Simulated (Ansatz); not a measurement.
System: sum formula KOH (charge 0, singlet). 
Structure (B3LYP-D3(BJ)/def2-TZVP (Ansatz, a first-principles code) minimum search):
```xyz
3

K      0.0000     0.0000    -0.7485
O      0.0000     0.0000     1.4737
H      0.0000     0.0000     2.4311
```

Basis-set convergence of Hartree-Fock and MP2 correlation energies (hartree) with Ansatz. Correlated levels leave the core frozen unless marked. No spin-orbit coupling. The frozen core is the preceding noble-gas configuration, with the filled d and f shells of earlier blocks. The outer core of K, Ca and their heavier congeners is not correlated, a term that matters for these elements. Non-relativistic.

| basis | functions | E(HF) | E(corr, MP2) |
|---|---|---|---|
| def2-SVPD | 58 | -674.47910 | -0.22678 |
| def2-TZVPPD | 93 | -674.64142 | -0.27491 |
| def2-QZVPPD | 169 | -674.65735 | -0.29523 |

Extrapolating the two largest sets (X = 3 and 4) as X^-3: E(corr) = (64·(-0.29523) - 27·(-0.27491))/37 = -0.3101 Eh, an estimate of the basis-set limit. The largest set recovers 95.2 % of it, the smallest 73.1 %.
